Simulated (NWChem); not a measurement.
All runs are NWChem calculations. System: H4ClInS, charge 0, spin multiplicity 1, at a geometry optimised with B3LYP/def2-SVP with def2 effective core potentials on In. The structure started from a generated list of species. Level: RHF/def2-TZVP with def2 effective core potentials on In.

The NWChem input:

```
start mol
memory heap 200 mb stack 800 mb global 1000 mb
geometry units angstroms nocenter noautoz noautosym
  In     0.780201     0.060929    -0.179295
  H      1.694394    -1.159845     0.621807
  H      1.103441     1.690826    -0.642840
  Cl    -1.079062    -0.877577    -1.430179
  S     -1.196298     0.604703     1.916881
  H     -1.562098     1.804314     1.406909
  H     -1.980788    -0.077266     1.042510
end
basis spherical
  * library def2-tzvp
end
ecp
  In library def2-ecp
end
scf
  rhf
  nopen 0
  maxiter 100
  thresh 1e-7
  semidirect memsize 60000000 filesize 0
end
task scf energy
```

NWChem printed:

```
             Northwest Computational Chemistry Package (NWChem) 7.3.0
             --------------------------------------------------------

                                NWChem Input Module
                                -------------------

 Scaling coordinates for geometry "geometry" by  1.889725989
 (inverse scale =  0.529177249)

                             Geometry "geometry" -> ""
                             -------------------------

 Output coordinates in angstroms (scale by  1.889725989 to convert to a.u.)

  No.       Tag          Charge          X              Y              Z
 ---- ---------------- ---------- -------------- -------------- --------------
    1 In                  49.0000     0.78020100     0.06092900    -0.17929500
    2 H                    1.0000     1.69439400    -1.15984500     0.62180700
    3 H                    1.0000     1.10344100     1.69082600    -0.64284000
    4 Cl                  17.0000    -1.07906200    -0.87757700    -1.43017900
    5 S                   16.0000    -1.19629800     0.60470300     1.91688100
    6 H                    1.0000    -1.56209800     1.80431400     1.40690900
    7 H                    1.0000    -1.98078800    -0.07726600     1.04251000

 Effective nuclear repulsion energy (a.u.)     437.6151805638

            Nuclear Dipole moment (a.u.)
            ----------------------------
        X                 Y               Z
 ---------------- ---------------- ----------------
    -0.0000453534    -0.0000207870    -0.0000302356


 Summary of "ao basis" -> "" (spherical)
 ------------------------------------------------------------------------------
       Tag                 Description            Shells   Functions and Types
 ---------------- ------------------------------  ------  ---------------------
 *                         def2-tzvp                  on all atoms

 Summary of "ao basis" -> "ao basis" (spherical)
 ------------------------------------------------------------------------------
       Tag                 Description            Shells   Functions and Types
 ---------------- ------------------------------  ------  ---------------------
[...]
    78      0.348975  4 Cl py                81      0.261413  4 Cl py
    79     -0.170383  4 Cl pz                58     -0.167672  3 H  s
    52      0.165445  2 H  s                 75      0.165407  4 Cl py

 Vector   30  Occ=0.000000D+00  E= 5.152185D-02
              MO Center=  1.3D+00,  4.3D-03, -5.7D-01, r^2= 9.5D+00
   Bfn.  Coefficient  Atom+Function         Bfn.  Coefficient  Atom+Function
  ----- ------------  ---------------      ----- ------------  ---------------
    21      0.831581  1 In pz                19     -0.653175  1 In px
   104     -0.311634  5 S  s                 20      0.280463  1 In py
   145     -0.229527  7 H  s                117     -0.219294  5 S  px
    15      0.159079  1 In pz

 Vector   31  Occ=0.000000D+00  E= 7.181766D-02
              MO Center=  1.4D+00,  4.1D-01,  2.6D-01, r^2= 1.1D+01
   Bfn.  Coefficient  Atom+Function         Bfn.  Coefficient  Atom+Function
  ----- ------------  ---------------      ----- ------------  ---------------
    19      1.100857  1 In px                21      0.522838  1 In pz
    20      0.494191  1 In py               145      0.418912  7 H  s
    16     -0.338579  1 In px                 5     -0.265020  1 In s
     6      0.237868  1 In s                 18     -0.216746  1 In pz
   118      0.216463  5 S  py               139     -0.215958  6 H  s

 Vector   32  Occ=0.000000D+00  E= 1.025187D-01
              MO Center=  5.4D-01,  2.7D-01, -2.8D-01, r^2= 1.5D+01
   Bfn.  Coefficient  Atom+Function         Bfn.  Coefficient  Atom+Function
  ----- ------------  ---------------      ----- ------------  ---------------
    20      1.522569  1 In py                21     -0.694209  1 In pz
    59     -0.604592  3 H  s                 53      0.592936  2 H  s
    17     -0.396914  1 In py               139      0.278091  6 H  s
    19     -0.264217  1 In px               104     -0.243164  5 S  s
   118     -0.214029  5 S  py                81     -0.167356  4 Cl py

 center of mass
 --------------
 x =   0.13130879 y =  -0.02112169 z =  -0.06993999

 moments of inertia (a.u.)
 ------------------
         867.375537406109         -45.728468470541         138.899989193110
         -45.728468470541        1294.131232665543        -286.656934413464
         138.899989193110        -286.656934413464         759.217938484513

  Mulliken analysis of the total density
  --------------------------------------

    Atom       Charge   Shell Charges
 -----------   ------   -------------------------------------------------------
    1 In  21    20.35   0.38 -0.81  1.54  0.87  0.72  0.29 -0.41  6.39  0.56  0.58  0.04  8.94  1.06  0.15  0.04  0.00
    2 H    1     1.11   0.21  0.56  0.33  0.01
    3 H    1     1.11   0.21  0.56  0.33  0.01
    4 Cl  17    17.57   2.01  0.45  1.52  1.07  0.91  4.18  1.69  1.07  2.87  1.79  0.00  0.01  0.00
    5 S   16    16.28   2.01  0.49  1.48  1.05  0.81  4.18  1.69  0.87  2.43  1.15  0.04  0.08  0.01
    6 H    1     0.81   0.23  0.47  0.08  0.02
    7 H    1     0.77   0.22  0.45  0.07  0.02

       Multipole analysis of the density wrt the origin
       ------------------------------------------------

     L   x y z        total         open         nuclear
     -   - - -        -----         ----         -------
     0   0 0 0      0.000000      0.000000     58.000000

     1   1 0 0      0.162305      0.000000    -41.282296
     1   0 1 0      0.871046      0.000000     -3.223916
     1   0 0 1      1.091592      0.000000      9.486886

     2   2 0 0    -38.113299      0.000000    235.431857
     2   1 1 0     -2.253013      0.000000      9.845920
     2   1 0 1     -4.037514      0.000000    -61.820028
     2   0 2 0    -39.887194      0.000000     94.585589
     2   0 1 1      0.443283      0.000000    143.925610
     2   0 0 2    -41.439396      0.000000    350.336106

 Task  times  cpu:       20.9s     wall:       20.9s

 Total times  cpu:       21.0s     wall:       21.0s
```
